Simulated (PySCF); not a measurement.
This PySCF input asks for the NMR shieldings of `F[C@@H]1C[C@@H]([SiH3])[Si@H](P)C1`, C4H12FPSi2; the geometry comes from GFN2-xTB.

```python
import basis_set_exchange as bse
import numpy as np
from pyscf import gto, dft
from pyscf.prop import nmr

atoms = """
F    -2.208093    0.566147    0.973269
C    -1.899081    0.140520   -0.311668
C    -0.997975   -1.085226   -0.209530
C     0.348797   -0.657847    0.383516
Si    1.707665   -1.964686    0.141233
Si    0.642636    1.081230   -0.371213
P     1.158986    2.741637    1.043239
C    -1.146198    1.252439   -1.023618
H    -2.864061   -0.091997   -0.780779
H    -1.475673   -1.852748    0.402051
H    -0.867131   -1.483661   -1.217138
H     0.207121   -0.525526    1.461652
H     1.873786   -2.217175   -1.291547
H     2.956187   -1.465810    0.719267
H     1.312803   -3.206125    0.812517
H     1.605902    1.078879   -1.483155
H     0.255052    2.353394    2.016716
H     2.198204    2.048135    1.638613
H    -1.200760    1.087849   -2.096903
H    -1.613315    2.211250   -0.809558
"""
names = dict.fromkeys(["F", "C", "Si", "P", "H"], "pcSseg-1")
basis = {el: gto.basis.parse(bse.get_basis(n, elements=[el], fmt="nwchem")) for el, n in names.items()}
mol = gto.M(atom=atoms, basis=basis, charge=0, verbose=0)
mf = dft.RKS(mol, xc="PBE0")
mf.grids.level = 2
mf.grids.alignment = dft.numint.BLKSIZE   # the property module wants whole blocks of grid points
mf.conv_tol = 1e-9
mf.kernel()

calc = nmr.RKS(mf)   # GIAO
C = mf.mo_coeff
Co = C[:, mf.mo_occ > 0]
resp = mf.gen_response(singlet=True, hermi=2)
def vind(x):   # induced exchange potential for any number of trial vectors
    d = np.einsum("pi,xij,qj->xpq", C, 2 * x.reshape(-1, C.shape[1], Co.shape[1]), Co, optimize=True)
    return np.einsum("xpq,pi,qj->xij", resp(d - d.transpose(0, 2, 1)), C, Co, optimize=True).ravel()
mo1, _ = nmr.rhf.solve_mo1(calc, with_cphf=vind)
sigma = calc.kernel(mo1)
for i, s in enumerate(sigma):   # ppm
    print("%2d %-2s %9.2f" % (i, mol.atom_pure_symbol(i), np.trace(s) / 3))
```

Question: Give the expected output.

Answer: 
```
 0 F     367.22
 1 C      88.21
 2 C     144.10
 3 C     178.59
 4 Si    417.82
 5 Si    349.58
 6 P     603.32
 7 C     164.90
 8 H      26.21
 9 H      29.17
10 H      30.63
11 H      31.03
12 H      28.04
13 H      27.59
14 H      27.61
15 H      27.24
16 H      30.51
17 H      30.44
18 H      30.73
19 H      30.44
```

These numbers come from an equivalent density-fitted implementation of the same equations, which agrees with the script to about 0.01 ppm for H and up to a few tenths of a ppm for heavy atoms, so last digits may differ.

Question: Turn these shieldings into chemical shifts. δ = σ(ref) − σ, references computed at the same level: CFCl3 for $^{19}$F (170.95 ppm); TMS for $^{13}$C (186.93 ppm), $^{29}$Si (349.16 ppm), $^{1}$H (31.72 ppm); $^{31}$P (318.38 ppm) against H3PO4.

Answer: Averaging equivalent atoms: F 0: -196.3; C 1: 98.7; C 2: 42.8; C 7: 22.0; C 3: 8.3; Si 5: -0.4; Si 4: -68.7; P 6: -284.9; H 8: 5.51; H 15: 4.47; H 12/13/14: 3.97; H 9: 2.55; H 19: 1.28; H 16/17: 1.24; H 10: 1.09; H 18: 0.99; H 11: 0.68 ppm. Unscaled 19F shifts against computed CFCl3 carry errors that often reach 10 to 50 ppm. Experimental scales use liquid or dissolved standards, which lie at an offset from isolated H3PO4.

Size and cost of the density-fitted run: 217 basis functions, 50 s wall time on 1 thread of an Arm Neoverse V1, shared host; peak memory 0.9 GiB.
